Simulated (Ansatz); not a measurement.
(Cl2Ga-mu-SH)3 (Ga₃H₃S₃Cl₆) was relaxed with PBE-D4 (def2-SVP) in Ansatz in these states: charge +1 doublet, neutral singlet. The geometries follow in no particular order.

A:

Cartesian coordinates in Å:
```
Ga 0.935 0.720 -1.673
Cl 2.071 1.605 -3.265
Cl -0.576 -0.625 -2.662
S 2.242 -0.256 -0.004
Ga 0.865 -1.881 1.161
Cl 2.114 -2.534 2.775
Cl -0.126 -3.154 -0.255
S -0.878 -0.572 2.200
Ga -1.903 0.863 0.672
Cl -3.458 2.065 1.529
Cl -2.751 -0.449 -0.947
S -0.237 2.255 -0.303
H 2.868 -1.164 -0.813
H -0.119 0.353 2.863
H -1.047 2.774 -1.277
```

B:

| atom | x (Å) | y (Å) | z (Å) |
| --- | --- | --- | --- |
| Ga1 | 1.066 | 1.230 | -1.428 |
| Cl2 | 2.916 | 1.977 | -2.274 |
| Cl3 | -0.795 | 1.913 | -2.267 |
| S4 | 1.300 | -1.146 | -1.370 |
| Ga5 | -0.735 | -2.103 | -0.557 |
| Cl6 | -0.334 | -4.233 | -0.587 |
| Cl7 | -2.479 | -1.317 | -1.542 |
| S8 | -0.834 | -1.492 | 1.741 |
| Ga9 | -0.781 | 0.876 | 1.974 |
| Cl10 | -0.418 | 1.256 | 4.077 |
| Cl11 | -2.525 | 1.689 | 1.013 |
| S12 | 1.258 | 1.562 | 0.928 |
| H13 | 0.983 | -1.339 | -2.683 |
| H14 | 0.463 | -1.754 | 2.072 |
| H15 | 0.915 | 2.882 | 0.901 |

Q: Judge from the bond lengths which geometry belongs to which state (an estimate).

A: A is the charge +1 doublet (Ga1–Cl3 2.252 Å, Ga9–Cl11 2.249 Å, Ga1–S4 2.334 Å); B is the neutral singlet (Ga1–Cl3 2.152 Å, Ga9–Cl11 2.152 Å, Ga1–S4 2.388 Å).
